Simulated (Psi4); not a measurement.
C3H7, doublet, geometry from GFN2-xTB; MP2/6-31G* (Psi4).

Here is a job for Psi4.
```
memory 2 GB

molecule mol {
0 2
C     0.008600    0.118759    0.572489
C    -0.001440    1.276262   -0.336318
C    -0.006266   -1.219466   -0.199123
H    -0.873420    0.139321    1.219107
H     0.903032    0.137499    1.200083
H    -0.004010   -2.053087    0.499173
H     0.916652    1.684684   -0.711813
H    -0.922042    1.617014   -0.769176
H    -0.895426   -1.284626   -0.821224
H     0.869852   -1.294132   -0.838440
}

set {
  basis 6-31g*
  reference uhf
}

energy('mp2')
print_variables()
```

The log (banner, timings and long lists left out):

```
    SCF Algorithm Type (re)set to DF.

   => Loading Basis Set <=

    Name: 6-31G*
    Role: ORBITAL
    Keyword: BASIS

         ---------------------------------------------------------
                                   SCF
               by Justin Turney, Rob Parrish, Andy Simmonett
                          and Daniel G. A. Smith
                              UHF Reference
         ---------------------------------------------------------

  ==> Geometry <==

    Molecular point group: c1
    Full point group: C1

    Geometry (in Angstrom), charge = 0, multiplicity = 2:

       Center              X                  Y                   Z               Mass
    ------------   -----------------  -----------------  -----------------  -----------------
         C            0.008476342586     0.094485486161     0.567366535130    12.000000000000
         C           -0.001563657414     1.251988486161    -0.341440464870    12.000000000000
         C           -0.006389657414    -1.243739513839    -0.204245464870    12.000000000000
         H           -0.873543657414     0.115047486161     1.213984535130     1.007825032230
         H            0.902908342586     0.113225486161     1.194960535130     1.007825032230
         H           -0.004133657414    -2.077360513839     0.494050535130     1.007825032230
         H            0.916528342586     1.660410486161    -0.716935464870     1.007825032230
         H           -0.922165657414     1.592740486161    -0.774298464870     1.007825032230
         H           -0.895549657414    -1.308899513839    -0.826346464870     1.007825032230
         H            0.869728342586    -1.318405513839    -0.843562464870     1.007825032230

  Running in c1 symmetry.

  Rotational constants: A =      1.04210  B =      0.30276  C =      0.27131 [cm^-1]
  Rotational constants: A =  31241.47744  B =   9076.47741  C =   8133.68703 [MHz]
  Nuclear repulsion =   76.278120071867960

  Charge       = 0
  Multiplicity = 2
  Electrons    = 25
  Nalpha       = 13
  Nbeta        = 12

  ==> Algorithm <==

  SCF Algorithm Type is DF.
  DIIS enabled.
  MOM disabled.
  Fractional occupation disabled.
  Guess Type is SAD.
  Energy threshold   = 1.00e-08
  Density threshold  = 1.00e-08
  Integral threshold = 1.00e-12

  ==> Primary Basis <==

  Basis Set: 6-31G*
    Blend: 6-31G*
    Number of shells: 32
    Number of basis functions: 59
    Number of Cartesian functions: 59
    Spherical Harmonics?: false
    Max angular momentum: 2

   => Loading Basis Set <=

    Name: (6-31G* AUX)
    Role: JKFIT
    Keyword: DF_BASIS_SCF

  ==> Integral Setup <==

  SCF_SUBTYPE=INCORE selected. In-core MEM_DF algorithm will be used.
  Using in-core AOs.

  ==> MemDFJK: Density-Fitted J/K Matrices <==

    J tasked:                   Yes
    K tasked:                   Yes
    wK tasked:                   No
    Algorithm:                 Core
    Schwarz Cutoff:           1E-12
    Mask sparsity (%):       0.0575
    Fitting Condition:        1E-10

   => Auxiliary Basis Set <=

  Basis Set: (6-31G* AUX)
    Blend: CC-PVDZ-JKFIT
    Number of shells: 135
    Number of basis functions: 418
    Number of Cartesian functions: 418
    Spherical Harmonics?: false
    Max angular momentum: 3

  Minimum eigenvalue in the overlap matrix is 6.3597683070E-03.
  Reciprocal condition number of the overlap matrix is 9.2856166318E-04.
    Using symmetric orthogonalization.

  ==> Pre-Iterations <==

  SCF Guess: Superposition of Atomic Densities via on-the-fly atomic UHF (no occupation information).

   -------------------------
    Irrep   Nso     Nmo
   -------------------------
     A         59      59
   -------------------------
    Total      59      59
   -------------------------

  ==> Iterations <==

                           Total Energy        Delta E     RMS |[F,P]|

   @DF-UHF iter SAD:  -116.81588427286015   -1.16816e+02   0.00000e+00
   @DF-UHF iter   1:  -117.54912038446366   -7.33236e-01   5.56044e-03 ADIIS/DIIS
   @DF-UHF iter   2:  -117.61841277883858   -6.92924e-02   2.20433e-03 ADIIS/DIIS
   @DF-UHF iter   3:  -117.62845699399452   -1.00442e-02   6.30939e-04 ADIIS/DIIS
   @DF-UHF iter   4:  -117.63017280211754   -1.71581e-03   1.83231e-04 ADIIS/DIIS
   @DF-UHF iter   5:  -117.63032997493056   -1.57173e-04   9.16580e-05 DIIS
   @DF-UHF iter   6:  -117.63037581296386   -4.58380e-05   3.55794e-05 DIIS
   @DF-UHF iter   7:  -117.63038447460394   -8.66164e-06   9.60427e-06 DIIS
   @DF-UHF iter   8:  -117.63038510005539   -6.25451e-07   3.10237e-06 DIIS
   @DF-UHF iter   9:  -117.63038516336731   -6.33119e-08   1.01417e-06 DIIS
   @DF-UHF iter  10:  -117.63038517015224   -6.78493e-09   4.27560e-07 DIIS
   @DF-UHF iter  11:  -117.63038517150189   -1.34965e-09   1.61700e-07 DIIS
   @DF-UHF iter  12:  -117.63038517165668   -1.54799e-10   7.60368e-08 DIIS
   @DF-UHF iter  13:  -117.63038517169329   -3.66072e-11   2.90509e-08 DIIS
   @DF-UHF iter  14:  -117.63038517169929   -5.99698e-12   9.40359e-09 DIIS
  Energy and wave function converged.

  ==> Post-Iterations <==

   @Spin Contamination Metric:   1.259261714E-02
   @S^2 Expected:                7.500000000E-01
   @S^2 Observed:                7.625926171E-01
   @S   Expected:                5.000000000E-01
   @S   Observed:                5.000000000E-01

    Orbital Energies [Eh]
    ---------------------

    Alpha Occupied:

[...]
      13A     -0.344188

    Alpha Virtual:

[...]
      59A      4.871507

    Beta Occupied:

[...]
    Beta Virtual:

[...]
    Final Occupation by Irrep:
              A
    DOCC [    12 ]
    SOCC [     1 ]
    NA   [    13 ]
    NB   [    12 ]

  @DF-UHF Final Energy:  -117.63038517169929

   => Energetics <=

    Nuclear Repulsion Energy =             76.2781200718679600
    One-Electron Energy =                -308.2006861875217965
    Two-Electron Energy =                 114.2921809439545484
    Total Energy =                       -117.6303851716992881

  UHF NO Occupations:
  HONO-2 :   11  A 1.9990285
  HONO-1 :   12  A 1.9963044
  HONO-0 :   13  A 1.0000000
  LUNO+0 :   14  A 0.0036956
  LUNO+1 :   15  A 0.0009715
  LUNO+2 :   16  A 0.0008417
  LUNO+3 :   17  A 0.0006843

Computation Completed

Properties will be evaluated at   0.000000,   0.000000,   0.000000 [a0]

Properties computed using the SCF density matrix

 Multipole Moments:

 ------------------------------------------------------------------------------------
     Multipole            Electronic (a.u.)      Nuclear  (a.u.)        Total (a.u.)
 ------------------------------------------------------------------------------------

 L = 1.  Multiply by 2.5417464519 to convert [e a0] to [Debye]
 Dipole X            :          0.0096879           -0.0058382            0.0038497
 Dipole Y            :          1.0958729           -1.1467517           -0.0508787
 Dipole Z            :          0.2303355           -0.2420052           -0.0116696
 Magnitude           :                                                    0.0523416

 ------------------------------------------------------------------------------------

  //>>>>>>>>>>>>>>>>>>>>>>>>>>>>>>>>>>>//
  //               DFMP2               //
  //<<<<<<<<<<<<<<<<<<<<<<<<<<<<<<<<<<<//

   => Loading Basis Set <=

    Name: (6-31G* AUX)
    Role: RIFIT
    Keyword: DF_BASIS_MP2

	 --------------------------------------------------------
	                          DF-MP2
	      2nd-Order Density-Fitted Moller-Plesset Theory

	        Rob Parrish, Justin Turney, Andy Simmonett,
	           Ed Hohenstein, and C. David Sherrill
	 --------------------------------------------------------

	 --------------------------------------------------------
	                 NBF =    59, NAUX =   266
	 --------------------------------------------------------
	   CLASS    FOCC     OCC    AOCC    AVIR     VIR    FVIR
	   ALPHA       0      13      13      46      46       0
	    BETA       0      12      12      47      47       0
	 --------------------------------------------------------

	-----------------------------------------------------------
	 ==================> DF-MP2 Energies <====================
	-----------------------------------------------------------
	 Reference Energy          =    -117.6303851716992881 [Eh]
	 Singles Energy            =      -0.0000000000000000 [Eh]
	 Same-Spin Energy          =      -0.0869880335499129 [Eh]
	 Opposite-Spin Energy      =      -0.2956205916219865 [Eh]
	 Correlation Energy        =      -0.3826086251718994 [Eh]
	 Total Energy              =    -118.0129937968711857 [Eh]
	-----------------------------------------------------------
	 ================> DF-SCS-MP2 Energies <==================
	-----------------------------------------------------------
	 SCS Same-Spin Scale       =       0.3333333333333333 [-]
	 SCS Opposite-Spin Scale   =       1.2000000000000000 [-]
	 SCS Same-Spin Energy      =      -0.0289960111833043 [Eh]
	 SCS Opposite-Spin Energy  =      -0.3547447099463837 [Eh]
	 SCS Correlation Energy    =      -0.3837407211296880 [Eh]
	 SCS Total Energy          =    -118.0141258928289716 [Eh]
	-----------------------------------------------------------

  Variable Map:
  ----------------------------------------------------------------------------
[...]
  Array Variable Map:
  ----------------------------------------------------------------------------
[...]
[...]
```
